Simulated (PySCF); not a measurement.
A PySCF script (with the pyscf-properties extension) for the NMR shieldings of `CC#C[SiH2]CS[SiH2]Cl`, C4H9ClSSi2, on a GFN2-xTB geometry:

```python
import basis_set_exchange as bse
import numpy as np
from pyscf import gto, dft
from pyscf.prop import nmr

atoms = """
C    -3.836994   -1.091504    1.299972
C    -2.669460   -0.496595    0.692593
C    -1.692673   -0.007104    0.182794
Si   -0.188016    0.729567   -0.581150
C     1.132912   -0.644114   -0.480016
S     2.740016   -0.151575   -1.214201
Si    3.607846    1.089845    0.289422
Cl    3.243277    0.346408    2.128525
H    -3.707367   -2.171226    1.373222
H    -3.985502   -0.683952    2.299701
H    -4.718678   -0.879465    0.695692
H     0.256538    1.890941    0.200817
H    -0.409453    1.083738   -1.984245
H     0.829946   -1.519194   -1.051055
H     1.322801   -0.964690    0.542254
H     3.040307    2.429968    0.241241
H     5.027502    1.050982   -0.001542
"""
names = dict.fromkeys(["C", "Si", "S", "Cl", "H"], "pcSseg-1")
basis = {el: gto.basis.parse(bse.get_basis(n, elements=[el], fmt="nwchem")) for el, n in names.items()}
mol = gto.M(atom=atoms, basis=basis, charge=0, verbose=0)
mf = dft.RKS(mol, xc="PBE0")
mf.grids.level = 2
mf.grids.alignment = dft.numint.BLKSIZE   # the property module wants whole blocks of grid points
mf.conv_tol = 1e-9
mf.kernel()

calc = nmr.RKS(mf)   # GIAO
C = mf.mo_coeff
Co = C[:, mf.mo_occ > 0]
resp = mf.gen_response(singlet=True, hermi=2)
def vind(x):   # induced exchange potential for any number of trial vectors
    d = np.einsum("pi,xij,qj->xpq", C, 2 * x.reshape(-1, C.shape[1], Co.shape[1]), Co, optimize=True)
    return np.einsum("xpq,pi,qj->xij", resp(d - d.transpose(0, 2, 1)), C, Co, optimize=True).ravel()
mo1, _ = nmr.rhf.solve_mo1(calc, with_cphf=vind)
sigma = calc.kernel(mo1)
for i, s in enumerate(sigma):   # ppm
    w = np.linalg.eigvalsh((s + s.T) / 2)
    print("%2d %-2s iso %8.1f  s11 %8.1f  s22 %8.1f  s33 %8.1f" % (i, mol.atom_pure_symbol(i), w.mean(), *w))
```

Q: Give the expected output.

A: 
```
 0 C  iso    181.0  s11    172.3  s22    172.6  s33    197.9
 1 C  iso     71.8  s11    -25.2  s22    -21.8  s33    262.3
 2 C  iso    105.9  s11     19.5  s22     26.7  s33    271.4
 3 Si iso    424.9  s11    397.4  s22    427.6  s33    449.6
 4 C  iso    176.5  s11    164.0  s22    167.3  s33    198.2
 5 S  iso    659.9  s11    563.3  s22    659.7  s33    756.7
 6 Si iso    357.6  s11    296.2  s22    372.9  s33    403.6
 7 Cl iso    985.9  s11    889.4  s22   1022.9  s33   1045.2
 8 H  iso     29.6  s11     24.4  s22     28.3  s33     36.1
 9 H  iso     29.6  s11     24.5  s22     28.0  s33     36.4
10 H  iso     29.6  s11     24.5  s22     27.8  s33     36.6
11 H  iso     27.3  s11     23.1  s22     27.9  s33     30.9
12 H  iso     27.4  s11     23.4  s22     26.5  s33     32.4
13 H  iso     29.7  s11     23.0  s22     28.8  s33     37.4
14 H  iso     29.4  s11     22.9  s22     31.0  s33     34.4
15 H  iso     25.9  s11     21.6  s22     24.4  s33     31.7
16 H  iso     26.4  s11     21.8  s22     24.3  s33     33.0
```

These numbers come from an equivalent density-fitted implementation of the same equations, which agrees with the script to about 0.01 ppm for H and up to a few tenths of a ppm for heavy atoms, so last digits may differ.

Q: Turn these shieldings into chemical shifts. Chemical shifts δ = σref − σ; TMS for $^{13}$C (σ = 186.93 ppm), $^{29}$Si (σ = 349.16 ppm), $^{1}$H (σ = 31.72 ppm); CS2 for $^{33}$S (σ = 503.73 ppm); $^{35}$Cl (σ = 949.78 ppm) against HCl, all at this level.

A: Averaging equivalent atoms: C 1: 115.2; C 2: 81.1; C 4: 10.4; C 0: 6.0; Si 6: -8.4; Si 3: -75.7; S 5: -156; Cl 7: -36; H 15/16: 5.58; H 11/12: 4.36; H 13/14: 2.15; H 8/9/10: 2.08 ppm. 

Size and cost of the density-fitted run: 209 basis functions, 77 s wall time on 1 thread of an Arm Neoverse N1, shared host; peak memory 0.93 GiB.
